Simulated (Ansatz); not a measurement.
`O[SiH2][CH2][GeH3]` + `CN([SiH3])[SiH3]` → `[SiH3][N]([SiH3])[GeH3]` + `CC[SiH2]O`  (redistribution)

Gas-phase electronic energies from Ansatz, PBE0-D4/def2-TZVP geometries. CCSD(T)/CBS is the MP2 limit (def2-TZVPP, def2-QZVPP) plus CCSD(T) − MP2 in def2-TZVPP, frozen cores. DFT in def2-TZVPP. B3LYP here is the variant with VWN-RPA as its local correlation; programs differ in this. HSE06 is defined as in plane-wave codes. For Ge outer-core shells are correlated without core-valence functions, which leaves a few kJ/mol of doubt a bond. Scalar relativity is left out up to krypton. One conformer a species, not always the lowest.

| level | ΔE (kJ/mol) | difference from CCSD(T)/CBS |
| --- | --- | --- |
| LDA (SPW92) | -41.4 | 10.2 |
| PBE-D4 | -44.8 | 6.8 |
| revPBE-D4 | -44.7 | 6.9 |
| BLYP-D4 | -47.2 | 4.4 |
| r2SCAN-D4 | -49.6 | 2.0 |
| B97M-V | -51.8 | -0.2 |
| PBE0-D4 | -47.3 | 4.3 |
| B3LYP-D4 | -49.1 | 2.5 |
| r2SCANh-D4 | -49.9 | 1.7 |
| r2SCAN0-D4 | -50.4 | 1.2 |
| BHLYP-D4 | -53.3 | -1.7 |
| CAM-B3LYP-D4 | -49.5 | 2.1 |
| ωB97X-V | -49.8 | 1.8 |
| ωB97M-V | -49.6 | 2.0 |
| B2PLYP | -50.9 | 0.7 |
| PBE | -43.9 | 7.7 |
| revPBE | -44.3 | 7.3 |
| BLYP | -45.7 | 5.9 |
| PBE0 | -46.5 | 5.1 |
| B3LYP | -47.7 | 3.9 |
| r2SCANh | -49.7 | 1.9 |
| r2SCAN0 | -50.2 | 1.4 |
| HSE06 | -46.6 | 5.0 |
| BHLYP | -51.1 | 0.5 |
| CAM-B3LYP | -48.6 | 3.0 |
| RPA@PBE/def2-TZVPP | -51.1 | 0.5 |
| HF/def2-SVP | -52.6 | -1.0 |
| MP2/def2-SVP | -54.1 | -2.5 |
| CCSD/def2-SVP | -52.4 | -0.8 |
| CCSD(T)/def2-SVP | -52.2 | -0.6 |
| MP2/def2-TZVPP | -53.9 | -2.3 |
| SCS-MP2/def2-TZVPP | -54.8 | -3.2 |
| CCSD/def2-TZVPP | -52.5 | -0.9 |
| CCSD(T)/def2-TZVPP | -52.1 | -0.5 |
| HF/def2-QZVPP | -57.3 | -5.7 |
| MP2/def2-QZVPP | -53.9 | -2.3 |
| SCS-MP2/def2-QZVPP | -54.8 | -3.2 |
| HF/CBS(def2) | -57.4 | -5.8 |
| MP2/CBS(def2) | -53.4 | -1.8 |
| CCSD/CBS(def2) | -52.0 | -0.4 |
| CCSD(T)/CBS | -51.6 | 0 |

Largest T1 diagnostic among the species: 0.012.

From BLYP to BHLYP (50 % exact exchange), in def2-TZVPP and without D4, ΔE moves by −5.4 kJ/mol. Leaving LDA and LC-ωPBE aside and taking each functional with its dispersion term where it has one, the values spread over 8.6 kJ/mol, from BHLYP-D4 to revPBE-D4.
